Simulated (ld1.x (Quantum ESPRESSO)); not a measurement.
**Transferability test, RRKJ potential for Sb**

Sb (Z = 51), norm-conserving RRKJ (Kleinman–Bylander form), made with ld1.x (Quantum ESPRESSO) 7.5 (PBEsol, scalar-relativistic). Core [Kr] 4d10, reference 5s2 5p3. Waves: 5p (bound): rc 2.50 bohr; 5d channel at 0.25 Ry: rc 2.20 bohr; 5s (bound): rc 1.80 bohr. Local part: the s channel. Core correction: none.

Energies are relative to the spin-unpolarised reference configuration 5s2 5p3; without spin polarisation the order of configurations can differ from experiment.

```csv
valence configuration,charge,ΔE all-electron (eV),error AE − PS (meV)
5s2 5p1,+2,24.356,-21
5s2 5p2.5,+0.5,3.273,-1.5
5s1 5p4,0,8.142,+3.9
5s2 5p3.3,-0.3,-1.163,+0.1
5s1 5p3,+1,17.108,+1.6
```

What are ΔE and the potential's error for 5s2 5p0?

ΔE = 48.800 eV all-electron; the error (AE − PS) is -25 meV.

What are ΔE and the potential's error for 5s2 5p2?

ΔE = 8.344 eV all-electron; the error (AE − PS) is -5.3 meV.

Levels in the configuration 5s2 5p0:

```json
{"level": "5s", "all-electron (eV)": "-38.979", "pseudo (eV)": "-38.951"}
```

ld1.x printed “convergence not achieved” for 7 of the counted tests; their residual had stalled under 1e-8, short of the target of 1e-14.

Note: ghost state, extra bound levels that the all-electron valence spectrum of the same l lacks: d at -546.2 eV. A true bound ghost makes a file unfit for plane-wave use.
